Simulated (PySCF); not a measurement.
Isomers C₁₁H₁₀:

A. SMILES C#Cc1cccc(CC=C)c1
B. `InChI=1S/C11H10/c1-2-3-9-4-5-10-6-7-11(10)8-9/h4-5,8H,6-7H2,1H3`
C. SMILES C#CC1=CCC=C[C@@H]1C#CC

Spectrum 1. ¹H NMR (500 MHz, computed): δ 7.73 (m, 1H), 7.71 (s, 1H), 7.60 (m, 1H), 7.47 (m, 1H), 6.06 (m, 1H), 5.46 (m, 1H), 5.16 (m, 1H), 3.39 (d, 2H), 2.79 (s, 1H). ¹³C{¹H} NMR (computed): δ 149.4 (CH), 146.6 (C), 139.1 (CH), 137.3 (CH), 135.7 (CH), 134.2 (CH), 127.1 (C), 119.2 (CH2), 89.4 (C), 86.9 (CH), 47.6 (CH2).

Spectrum 2. ¹H NMR (500 MHz, computed): δ 6.58 (m, 1H), 6.17 (m, 1H), 6.00 (m, 1H), 3.66 (m, 1H), 3.08 (m, 1H), 2.82 (m, 1H), 2.59 (s, 1H), 1.97 (s, 3H). ¹³C{¹H} NMR (computed): δ 143.1 (CH), 134.6 (CH), 131.2 (CH), 127.4 (C), 89.1 (C), 85.9 (CH), 85.1 (C), 83.1 (C), 35.2 (CH), 31.8 (CH2), 4.8 (CH3).

Spectrum 3. ¹H NMR (500 MHz, computed): δ 7.63 (d, 1H), 7.44 (s, 1H), 7.27 (d, 1H), 3.25 (m, 2H), 3.23 (m, 2H), 2.26 (s, 3H). ¹³C{¹H} NMR (computed): δ 150.7 (C), 150.2 (C), 137.5 (CH), 132.2 (CH), 127.3 (C), 127.3 (CH), 94.1 (C), 88.5 (C), 30.7 (CH2), 30.3 (CH2), 5.8 (CH3).

Theory: GFN2-xTB geometry, shielding tensors at PBE0/pcSseg-1 (GIAO), in PySCF (no solvent model, non-relativistic Hamiltonian, rapidly exchanging positions averaged, one conformer).

Scale: ¹H (31.72 ppm) and ¹³C (186.93 ppm) against TMS (reference shieldings calculated alike). Where no couplings were computed, multiplicities follow the n + 1 count of equivalent neighbours, and m marks all less simple cases (inequivalent or close neighbours, rings, F or P nearby). Shifts are as computed. Against solution values, carbons near 30 ppm lie about +3 ppm off and those near 130 ppm about +5 ppm. Of 1211 compounds with measured shifts, 218 miss one by over three times the rms of a fit or turn the order of signals round; such compounds aren't used in these exercises.

Problem. Match each spectrum to its structure.

Solution. 1–A, 2–C, 3–B.

- Spectrum 1 (A): 11 ¹³C signals; δC 149.4 is an alkene CH; δC 139.1 is an aromatic CH.
- Spectrum 2 (C): 11 ¹³C signals; δC 143.1 is an alkene CH; δC 134.6 is an alkene CH.
- Spectrum 3 (B): 11 ¹³C signals; δC 137.5 is an aromatic CH; δC 132.2 is an aromatic CH.
